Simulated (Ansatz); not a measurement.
## SnSe (SMILES [Se][Sn]): where methods fail along a bond

SnSe has 2 atoms, charge 0, and is taken as a singlet. SMILES: `[Se][Sn]`. Geometry: relaxed at PBE0-D4/def2-TZVP.

```xyz
2

Se    0.0000    0.0000    0.0065
Sn    0.0000    0.0000    2.3318
```

The Se1–Sn2 distance is scanned; the parts on either side stay rigid. Basis STO-3G, 27 core orbitals frozen in the correlated methods; program Ansatz 0.2.0. FCI is exact within this basis and core. Energies in eV from each method's value at 2.325 Å; methods without a U are spin-restricted. The shape above is that at 2.325 Å.

```
distance (Å)    HF  SVWN5  BLYP  B3LYP   MP2
       2.325  0.00   0.00  0.00   0.00  0.00
       2.338  0.04   0.03  0.02   0.03  0.02
       4.651  7.97   8.32  7.63   8.72  9.07
       4.677  7.98   8.34  7.65   8.75  9.08
       5.813  8.10   8.70  8.00   9.26  9.21
       5.846  8.10   8.70  8.01   9.26  9.21
```

Question: Estimate the FCI curve, and say how far off each method is.

Answer: 
| distance (Å) | FCI |
| --- | --- |
| 2.325 | 0.00 |
| 2.338 | 0.01 |
| 4.651 | 5.56 |
| 4.677 | 5.56 |
| 5.813 | 5.59 |
| 5.846 | 5.59 |

Departure from the FCI curve at its largest: HF +2.51 eV at 5.85 Å; SVWN5 +3.11 eV at 5.85 Å; BLYP +2.41 eV at 5.85 Å; B3LYP +3.67 eV at 5.85 Å; MP2 +3.62 eV at 5.85 Å. Restricted functionals keep the electrons paired too, and rise too high. Restricted Hartree–Fock keeps the electrons paired, so it rises far too high as the bond breaks.
